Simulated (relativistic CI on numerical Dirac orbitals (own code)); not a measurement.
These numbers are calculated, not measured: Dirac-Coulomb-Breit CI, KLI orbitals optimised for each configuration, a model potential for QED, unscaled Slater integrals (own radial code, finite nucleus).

Configurations in the expansion (outside the closed core [Ar] 3d10): 4s²4p⁶4d², 4s²4p⁵4d³, 4s²4p⁶4d4f, 4s4p⁶4d³, 4s²4p⁵4d²4f, 4s²4p⁶4d5s, 4s4p⁶4d²4f, 4s²4p⁶4d5p, 4s²4p⁶4f5s, 4s²4p⁶4d5d, 4s²4p⁶5s5p, 4s²4p⁵4d²5s, 4s²4p⁶4d5f, 4s²4p⁵4d²5p, 4s²4p⁶4d6s, 4s²4p⁶4d5g, 4s²4p⁶4d6p, 4s²4p⁶4d6d, 4s4p⁶4d²5s, 4s²4p⁶4d7s, 4s²4p⁶4d6g, 4s²4p⁶4f², 4s²4p⁵4f³, 4s4p⁶4f³, 4p⁶4d⁴, 4p⁵4d⁵, 4p⁵4d⁴4f, 4s²4p⁶4f5p, 4s²4p⁵4f²5p, 4s4p⁶4f²5p, 4s²4p⁶5s², 4s²4p⁵4f5s², 4s4p⁶4f5s², 4s²4p⁶5p², 4s²4p⁵4f5p², 4s4p⁶4f5p², 4s4p⁶4d5s², 4s4p⁵4d4f5s², 4p⁶4d4f5s². Double excitations out of closed p, d and f shells are left out; levels of such configurations are missing from the list, as are those of other unlisted configurations, and high levels can miss mixing partners. These lack a partner that the ground configuration has and come out too high: 4s²4p⁵4d²5s, 4s4p⁶4d²5s, 4s²4p⁵4d²5p.

At this charge energies of transitions that change n are usually good to better than 1 %, and those within a shell (Δn = 0) to a few per cent. Terms inside the open d or f shell come out 10 to 20 % too wide with unscaled integrals.

Outline of the computed level scheme of Ba XIX. Lowest level of each configuration: 4s²4p⁶4d² ³F2 at 0.000 eV; 4s²4p⁵4d³ ⁵F°2 at 88.710 eV.

Some strong electric-dipole decays among the lowest 45 levels: 4s²4p⁵4d³ ³G°3 → 4s²4p⁶4d² ³F2 (2.4e+10 s⁻¹); 4s²4p⁵4d³ ³G°4 → 4s²4p⁶4d² ³F3 (1.6e+10 s⁻¹); 4s²4p⁵4d³ ³D°2 → 4s²4p⁶4d² ³F2 (1.5e+10 s⁻¹); 4s²4p⁵4d³ ³D°1 → 4s²4p⁶4d² ³P1 (6.0e+09 s⁻¹); 4s²4p⁵4d³ ³H°5 → 4s²4p⁶4d² ³F4 (5.7e+09 s⁻¹); 4s²4p⁵4d³ ³D°1 → 4s²4p⁶4d² ³F2 (4.9e+09 s⁻¹); 4s²4p⁵4d³ ³G°3 → 4s²4p⁶4d² ³F3 (4.9e+09 s⁻¹); 4s²4p⁵4d³ ³D°1 → 4s²4p⁶4d² ³P0 (4.8e+09 s⁻¹).

LS names give the leading component of a level, which can be under half, so a name can repeat, a term be missing and a line seem to break the LS rules.
